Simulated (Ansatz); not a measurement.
`[NH2][GeH2][O]` radical, relaxed with UKS PBE-D4/def2-SVP in the Gaussian-basis code of Ansatz from a rough embedded geometry. The force threshold is 0.03 eV/Å; the program also tests the step.

Total charge 0; spin multiplicity 2.

Start:

```xyz
7

N    -0.695    0.808    0.512
Ge    0.266   -0.364   -0.472
O     1.331    0.582   -1.537
H    -0.033    1.291    1.145
H    -1.319    0.238    1.205
H    -0.683   -1.270   -1.315
H     1.132   -1.284    0.462
```

```tsv
step	energy (eV)	largest force (eV/Å)	largest move (Å)
1	-60095.9943	2.264	0.000
2	-60096.1590	0.784	0.159
3	-60096.1910	0.197	0.076
4	-60096.1975	0.181	0.047
5 (rejected)	-60096.1973	0.268	0.183
6	-60096.2033	0.171	0.089
7	-60096.2037	0.074	0.091
8 (rejected)	-60096.1988	0.105	0.073
9	-60096.2050	0.030	0.019
```

End:

```xyz
7

N    -0.668    0.781    0.602
Ge    0.275   -0.384   -0.464
O     1.413    0.458   -1.549
H    -0.118    1.285    1.306
H    -1.504    0.384    1.042
H    -0.772   -1.270   -1.192
H     1.374   -1.254    0.254
```

Run time 16 s (4 threads of an Arm Neoverse V1 on a shared host); peak host memory 0.18 GiB.
